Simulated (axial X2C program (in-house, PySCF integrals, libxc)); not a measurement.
# Worked dissociation energy of SbS: PBE0, scalar-relativistic

Computed with an in-house relativistic program for diatomic molecules. Spin-free means the one-electron spin-free X2C Hamiltonian. Basis: Sb dyall-cv3z [11s12p8d4f1g], S dyall-av3z [9s8p3d2f] (cores contracted in-house); Gaussian nuclei, density fitting, unrestricted open shells. Masses: Sb 120.904 u, S 31.972 u.

Molecular state: M_S = 1/2, Λ = 1 (beyond evenly filled blocks: π+α).

- E(Sb) (2M_S = 3, M_L = 0): -6480.467407 hartree
- E(S) (2M_S = 2, M_L = 0): -399.078167 hartree
- E(SbS) at Re: -6879.673304 hartree
- ωe: 505.9 cm⁻¹
- ωexe: 1.58 cm⁻¹

Problem. Work out De and D0.

Solution. De = -6480.467407 + (-399.078167) − (-6879.673304) = 0.12773 hartree = 3.476 eV. The zero-point energy is ωe/2 − ωexe/4 = 253 cm⁻¹ = 0.031 eV, so D0 = 3.444 eV.

The state is one determinant whose occupation by symmetry is held fixed; it was picked as the lowest of a PBE0 search that is not exhaustive. Dissociation energies refer to the lowest single-determinant-based atoms at the same level and basis. The functionals have no current-density term, which raises determinants with orbital currents, atoms included. The determinant is spin-polarised beyond a pure state at some levels (its spin-free form has ⟨S²⟩ too high), which makes Re and μ there less reliable.

Each atomic determinant is the lowest at this level and need not be a pure term. Totals compare only within one Hamiltonian and basis.
